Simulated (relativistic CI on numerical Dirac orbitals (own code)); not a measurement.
# Se8+: q coefficients and field-shift factors

Computed by Dirac-Coulomb-Breit CI, separate exchange-only KLI orbitals for each configuration, derivatives by finite differences, unscaled Slater integrals, QED left out (own radial code, finite nucleus).

Configurations in the expansion (outside the closed core [Ne]): 3s²3p⁶3d⁸, 3s²3p⁵3d⁹, 3s²3p⁶3d⁷4s, 3s²3p⁴3d¹⁰, 3s3p⁶3d⁹, 3s²3p⁶3d⁷4p, 3s²3p⁶3d⁶4s², 3s²3p⁶3d⁷4d. Levels of other configurations are missing.

With x = (α/α₀)² − 1 an excitation energy changes as ω = ω₀ + qx; K = 2q/ω₀ is the relative enhancement. Terms are leading LS components, so labels can repeat. The field-shift factor is F = δν/δ⟨r²⟩ for the transition from the lowest level.

Lowest level 3s²3p⁶3d⁸ ³F4.

```
          Level  ω₀ (cm⁻¹)  q (cm⁻¹)        K  F (GHz/fm²)
  3s²3p⁶3d⁸ ³F3       6161      6244     2.03       0.0322
  3s²3p⁶3d⁸ ³F2       9528      8217     1.72       0.0429
  3s²3p⁶3d⁸ ¹D2      27650      2638    0.191       0.0287
  3s²3p⁶3d⁸ ³P2      36912      7899    0.428         0.07
  3s²3p⁶3d⁸ ³P1      37515      6448    0.344       0.0711
  3s²3p⁶3d⁸ ³P0      38170      6257    0.328       0.0716
  3s²3p⁶3d⁸ ¹G4      48934      4792    0.196       0.0844
  3s²3p⁶3d⁸ ¹S0     103660      6506    0.126         0.18
3s²3p⁶3d⁷4s ⁵F5     627392    -24370  -0.0777         12.2
3s²3p⁶3d⁷4s ⁵F4     631409    -20590  -0.0652         12.3
3s²3p⁶3d⁷4s ⁵F3     634675    -17180  -0.0541         12.3
3s²3p⁶3d⁷4s ⁵F2     636954    -15070  -0.0473         12.3
3s²3p⁶3d⁷4s ⁵F1     638397    -13830  -0.0433         12.3
```

At this charge configurations can still be misplaced by up to about 7 % of their energy. Terms inside the open d or f shell come out 10 to 20 % too wide with unscaled integrals.
